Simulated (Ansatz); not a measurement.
Ansatz (a program for electronic structure) input (wB97M-V/def2-TZVPD):

Ansatz 0.2 input:
```yaml
crystal:
  periodic: [false, false, false]
  atoms:
    - {symbol: Si, position_ang: [0.03592004, -0.00003503, -0.00106819]}
    - {symbol: F, position_ang: [0.60981248, 1.39258090, -0.49339366]}
    - {symbol: F, position_ang: [0.59269204, -1.10860558, -0.98706634]}
    - {symbol: F, position_ang: [0.66522245, -0.28579702, 1.42491729]}
    - {symbol: C, position_ang: [-1.79596855, 0.00175170, 0.05340875]}
    - {symbol: H, position_ang: [-2.20846604, 0.20003695, -0.93689567]}
    - {symbol: H, position_ang: [-2.15813245, 0.77103743, 0.73693697]}
    - {symbol: H, position_ang: [-2.17001345, -0.96469887, 0.39434533]}
basis:
  gaussian:
    orbitals: def2-TZVPD
hamiltonian:
  xc: {name: wB97M-V}
output: {forces: true}
```

End of the output:

```
integrals: 0.21 GiB planned
1202 factors; their error is unknown
integrals: 0.26 GiB planned
381 factors; integrals over basis functions are off by at most 1.9e-5 eV
0.36 GiB of the device are held for the grids
1.51 GiB of device memory are held for the factors and their scratch space
mean field: 1.35 GiB planned
mean field evaluation 1: about -17116.8433 eV, gradient 5.7e1 eV
mean field evaluation 2: about -17117.9244 eV, gradient 5.6e1 eV
mean field evaluation 4: about -17121.9373 eV, gradient 1.4e0 eV
mean field evaluation 8: about -17121.9551 eV, gradient 2.8e-1 eV
mean field evaluation 16: about -17121.9552 eV, gradient 1.6e-5 eV
mean field -17121.95521909 eV, -629.2202486236 hartree, gradient 1.6e-5 eV, S^2 0.000000; 0 other end points of the search recorded, 0 dependent functions left out
the calculation of the forces begins
reference -17121.95529088 eV, -629.2202512617 hartree; 25, 25 occupied and 202, 202 virtual orbitals, 1202 factors
Total energy: -17121.95529088 eV, -629.2202512617 hartree
Atom 0 at     0.035920    -0.000035    -0.001068 Å, force    -0.105455     0.000086     0.003220 eV/Å
Atom 1 at     0.609812     1.392581    -0.493394 Å, force    -0.015685    -0.040491     0.014322 eV/Å
Atom 2 at     0.592692    -1.108606    -0.987066 Å, force    -0.015187     0.032216     0.028672 eV/Å
Atom 3 at     0.665222    -0.285797     1.424917 Å, force    -0.017398     0.008342    -0.041663 eV/Å
Atom 4 at    -1.795969     0.001752     0.053409 Å, force     0.088212    -0.000123    -0.002438 eV/Å
Atom 5 at    -2.208466     0.200037    -0.936896 Å, force     0.022348    -0.003889     0.018927 eV/Å
Atom 6 at    -2.158132     0.771037     0.736937 Å, force     0.021466    -0.015083    -0.013878 eV/Å
Atom 7 at    -2.170013    -0.964699     0.394345 Å, force     0.021698     0.018940    -0.007163 eV/Å
Dipole moment:    -0.501987     0.000490     0.014928 e Å
```
